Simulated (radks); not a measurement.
Species: Tc17+. Configuration: [Ar] 3d6 4s2 (not the ground configuration).

Calculated with a radial shooting solver on a logarithmic mesh with Libxc functionals: Dirac Kohn-Sham, PBE, spin-unpolarised, spherical densities, finite nucleus; open shells are shared between the two j in proportion to 2j + 1; Fermi nuclear charge, rms radius 4.4112 fm.

Energy parts (hartree):
total: -4137.52362
kinetic: 4304.80334
electron-nucleus: -9496.97643
Hartree: 1164.68451
exchange-correlation: -110.03503

Orbitals (lengths in bohr, moments of r in powers of bohr; r(max) is where P^2 peaks; r(90%) holds 90 % of the orbital's charge):
orbital,occ.,eigenvalue (hartree),r(90%),r(max),small-component weight
1s1/2,2,-786.6680,0.0614,0.02228,2.46e-02
2s1/2,2,-129.3396,0.230,0.1262,5.10e-03
2p1/2,2,-120.9131,0.207,0.09806,5.10e-03
2p3/2,4,-116.5497,0.213,0.1019,4.93e-03
3s1/2,2,-36.70170,0.583,0.3634,1.52e-03
3p1/2,2,-33.50987,0.580,0.3487,1.47e-03
3p3/2,4,-32.68610,0.592,0.3572,1.43e-03
3d3/2,2.4,-27.24659,0.566,0.2936,1.33e-03
3d5/2,3.6,-27.07712,0.569,0.2959,1.31e-03
4s1/2,2,-15.92502,1.19,0.8159,5.69e-04
4p1/2,0,-14.72993,1.22,0.8283,5.42e-04
4p3/2,0,-14.50242,1.24,0.8426,5.31e-04
5s1/2,0,-8.92119,2.02,1.497,3.00e-04

The highest occupied level is 4s1/2 at -433.34 eV. The density falls to 0.001 e/bohr^3 at r = 1.74 bohr.
